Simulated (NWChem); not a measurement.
All runs are NWChem calculations. System: silicon monosulfide (SSi), charge 0, spin multiplicity 1, at a geometry optimised with PBE0/def2-SVP. Level: PBE0/aug-cc-pVTZ.

Input file:

```
start mol
memory heap 200 mb stack 900 mb global 1100 mb
geometry units angstroms nocenter noautoz
  Si     0.000000     0.000000     1.034479
  S      0.000000     0.000000    -0.905170
  symmetry group C2v
end
basis spherical
  * library aug-cc-pvtz
end
dft
  xc pbe0
  semidirect memsize 60000000 filesize 0
  iterations 100
end
task dft energy
```

Part of the output:

```
             Northwest Computational Chemistry Package (NWChem) 7.3.0
             --------------------------------------------------------

                                NWChem Input Module
                                -------------------

 Scaling coordinates for geometry "geometry" by  1.889725989
 (inverse scale =  0.529177249)

 Turning off AUTOSYM since
 SYMMETRY directive was detected!

                             Geometry "geometry" -> ""
                             -------------------------

 Output coordinates in angstroms (scale by  1.889725989 to convert to a.u.)

  No.       Tag          Charge          X              Y              Z
 ---- ---------------- ---------- -------------- -------------- --------------
    1 Si                  14.0000     0.00000000     0.00000000     1.03447900
    2 S                   16.0000     0.00000000     0.00000000    -0.90517000

 Effective nuclear repulsion energy (a.u.)      61.1119350851

            Nuclear Dipole moment (a.u.)
            ----------------------------
        X                 Y               Z
 ---------------- ---------------- ----------------
     0.0000000000     0.0000000000    -0.0000264562

      Symmetry information
      --------------------

 Group name             C2v
 Group number             16
 Group order               4
 No. of unique centers     2

      Symmetry unique atoms

     1    2


 Summary of "ao basis" -> "" (spherical)
 ------------------------------------------------------------------------------
       Tag                 Description            Shells   Functions and Types
 ---------------- ------------------------------  ------  ---------------------
 *                        aug-cc-pvtz                 on all atoms

                                 NWChem DFT Module
                                 -----------------

 Summary of "ao basis" -> "ao basis" (spherical)
 ------------------------------------------------------------------------------
       Tag                 Description            Shells   Functions and Types
 ---------------- ------------------------------  ------  ---------------------
[...]
              MO Center=  1.1D-15, -7.7D-16,  5.1D-01, r^2= 3.2D+00
   Bfn.  Coefficient  Atom+Function         Bfn.  Coefficient  Atom+Function
  ----- ------------  ---------------      ----- ------------  ---------------
    12      0.399000  1 Si pz                62     -0.359295  2 S  pz
     5      0.296733  1 Si s                  3      0.239121  1 Si s
    18      0.181490  1 Si pz                68     -0.172811  2 S  pz
    65     -0.164350  2 S  pz                55      0.105035  2 S  s
    56      0.058659  2 S  s                 15      0.054369  1 Si pz

 Vector   16  Occ=0.000000D+00  E=-8.848226D-02  Symmetry=b1
              MO Center= -2.4D-15,  7.4D-31,  7.6D-01, r^2= 3.7D+00
   Bfn.  Coefficient  Atom+Function         Bfn.  Coefficient  Atom+Function
  ----- ------------  ---------------      ----- ------------  ---------------
    16      0.510682  1 Si px                10      0.460085  1 Si px
    60     -0.278073  2 S  px                66     -0.253900  2 S  px
    19      0.144477  1 Si px                63     -0.117813  2 S  px
    69     -0.116491  2 S  px                13      0.062910  1 Si px
    25     -0.059712  1 Si d  1              75     -0.045364  2 S  d  1

 Vector   17  Occ=0.000000D+00  E=-8.848226D-02  Symmetry=b2
              MO Center= -1.1D-31,  4.0D-16,  7.6D-01, r^2= 3.7D+00
   Bfn.  Coefficient  Atom+Function         Bfn.  Coefficient  Atom+Function
  ----- ------------  ---------------      ----- ------------  ---------------
    17      0.510682  1 Si py                11      0.460085  1 Si py
    61     -0.278073  2 S  py                67     -0.253900  2 S  py
    20      0.144477  1 Si py                64     -0.117813  2 S  py
    70     -0.116491  2 S  py                14      0.062910  1 Si py
    23      0.059712  1 Si d -1              73      0.045364  2 S  d -1

 Vector   18  Occ=0.000000D+00  E= 8.891792D-03  Symmetry=a1
              MO Center= -6.5D-17, -5.9D-17,  1.5D-01, r^2= 1.4D+01
   Bfn.  Coefficient  Atom+Function         Bfn.  Coefficient  Atom+Function
  ----- ------------  ---------------      ----- ------------  ---------------
    56     -1.899371  2 S  s                  6      1.744730  1 Si s
    21     -1.123808  1 Si pz                18     -0.925869  1 Si pz
     5      0.681254  1 Si s                 71     -0.516924  2 S  pz
    68     -0.503550  2 S  pz                55     -0.492546  2 S  s
    53     -0.180783  2 S  s                 12     -0.134693  1 Si pz

 center of mass
 --------------
 x =   0.00000000 y =   0.00000000 z =   0.00004375

 moments of inertia (a.u.)
 ------------------
         200.462357521714           0.000000000000           0.000000000000
           0.000000000000         200.462357521714           0.000000000000
           0.000000000000           0.000000000000           0.000000000000

     Multipole analysis of the density
     ---------------------------------

     L   x y z        total         alpha         beta         nuclear
     -   - - -        -----         -----         ----         -------
     0   0 0 0     -0.000000    -15.000000    -15.000000     30.000000

     1   1 0 0     -0.000000     -0.000000     -0.000000      0.000000
     1   0 1 0     -0.000000     -0.000000     -0.000000      0.000000
     1   0 0 1      0.699602      0.349814      0.349814     -0.000026

     2   2 0 0    -18.895684     -9.447842     -9.447842      0.000000
     2   1 1 0     -0.000000     -0.000000     -0.000000      0.000000
     2   1 0 1     -0.000000     -0.000000     -0.000000      0.000000
     2   0 2 0    -18.895684     -9.447842     -9.447842      0.000000
     2   0 1 1     -0.000000     -0.000000     -0.000000      0.000000
     2   0 0 2    -19.215656    -59.765888    -59.765888    100.316121

 Task  times  cpu:        4.2s     wall:        4.2s

 Total times  cpu:        4.2s     wall:        4.2s
```
